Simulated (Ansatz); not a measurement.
Computed with Ansatz on PBE0-D4/def2-TZVP structures; ΔE is electronic, products minus reactants. CBS: MP2 limit from def2 TZ/QZ plus the TZ coupled-cluster correction, frozen cores. This one scheme is used for every species. Functionals use def2-TZVPP. B3LYP here is the variant with VWN-RPA as its local correlation; programs differ in this. One conformer a species, not always the lowest.

`CB1CC1` + H₂O → `OB1CC1` + CH₄  (formal hydrolysis of a B–C bond)

```json
{"level": "B3LYP-D4", "ΔE (eV)": "-1.30"}
{"level": "MP2/CBS(def2)", "ΔE (eV)": "-1.20"}
```

Task: What does CCSD(T)/CBS give? (An estimate is asked.)

Result: Ansatz gave: -1.21 eV. The listed levels differ from it by -0.09, 0.01 eV.

Task: What do rigid-rotor, harmonic-oscillator terms from PBE0-D4/def2-TZVP frequencies (298.15 K, 1 bar) make of the CCSD(T)/CBS value? (An estimate is asked.)

Result: Computed: ΔZPE = +0.07 eV, ΔH = -1.17 eV, ΔS = -23 J/(mol·K), ΔG = -1.09 eV.

Largest T1 diagnostic among the species: 0.012.

Leaving LDA and LC-ωPBE aside and taking each functional with its dispersion term where it has one, the values, not all of them listed here, spread over 0.10 eV, from BLYP-D4 to revPBE-D4. In def2-TZVPP, CCSD(T) changes the Hartree–Fock value by +0.06 eV (the triples alone add −0.01 eV) and MP2 by +0.07 eV.
